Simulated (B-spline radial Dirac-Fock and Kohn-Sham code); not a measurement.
# Isotope-shift constants of the inner levels of K

System: the K atom, [Ar] 4s1.

Input of the calculation (task.json; shells as n, l, electrons):

```json
{"items": [{
  "Z": 19,
  "q": 0,
  "cfg": [[1, 0, 2], [2, 0, 2], [2, 1, 6], [3, 0, 2], [3, 1, 6], [4, 0, 1]],
  "A": 39,
  "rrms": 3.4349,
  "do": "isoshift",
  "isotopes": [[37, 36.97337589, 3.4194], [38, 37.969081114, 3.4264], [39, 38.96370648482, 3.4349], [40, 39.963998165, 3.4381], [41, 40.96182525611, 3.4518], [42, 41.962402305, 3.4517], [43, 42.960734701, 3.4556], [44, 43.961586984, 3.4563], [45, 44.960691491, 3.4605], [46, 45.961981584, 3.4558], [47, 46.961661612, 3.4534], [48, 47.965341184, 3.4689], [49, 48.968210753, 3.4913], [50, 49.972380015, 3.5046], [51, 50.975828664, 3.5196]]
}]}
```

Run with: `python xray2_run.py task.json out`

Level of theory: first-order field-shift and mass-shift constants from Dirac-Fock ground and hole states with a Fermi nucleus; the mass shift has no relativistic recoil terms; an atomic code on a B-spline grid. A binding energy shifts by δE = F·δ⟨r²⟩ + (K_N + K_S)·δ(1/M); F is taken for a change of radius at fixed skin thickness and so holds the higher radial moments.

```csv
level,F (meV/fm²),K_N (meV u),K_S (meV u)
K (1s),-0.8583,-1985,654.8
L1 (2s),-0.06958,-211.9,-60.91
L2 (2p1/2),0.01065,-166.4,146.5
L3 (2p3/2),0.01071,-164.8,142.2
M1 (3s),-0.007423,-24.94,-1.716
M2 (3p1/2),0.001691,-13.15,12.44
M3 (3p3/2),0.001695,-13.00,11.92
```

Line shifts in meV from A = 39 (mass 38.9637 u, rms radius 3.4349 fm); radii from Angeli and Marinova (2013).

| A | mass (u) | radius (fm) | Kα1 | Kα2 | Kβ1 | Lβ3 |
| --- | --- | --- | --- | --- | --- | --- |
| 37 | 36.9734 | 3.4194 | -1.71 | -1.72 | -1.74 | -0.37 |
| 40 | 39.9640 | 3.4381 | +0.82 | +0.82 | +0.83 | +0.17 |
| 42 | 41.9624 | 3.4517 | +2.30 | +2.30 | +2.34 | +0.49 |
| 43 | 42.9607 | 3.4556 | +3.00 | +3.00 | +3.05 | +0.64 |
| 44 | 43.9616 | 3.4563 | +3.69 | +3.69 | +3.75 | +0.78 |
| 45 | 44.9607 | 3.4605 | +4.32 | +4.33 | +4.40 | +0.92 |
| 46 | 45.9620 | 3.4558 | ? | ? | ? | ? |
| 47 | 46.9617 | 3.4534 | +5.60 | +5.62 | +5.70 | +1.18 |
| 50 | 49.9724 | 3.5046 | +6.97 | +6.99 | +7.10 | +1.50 |
| 51 | 50.9758 | 3.5196 | +7.39 | +7.41 | +7.53 | +1.60 |

Q: What are the shifts for A = 46?

A: Kα1 +4.98 meV (field -0.13, mass +5.11); Kα2 +4.99 meV (field -0.13, mass +5.12); Kβ1 +5.07 meV (field -0.12, mass +5.19); Lβ3 +1.05 meV (field -0.01, mass +1.06).
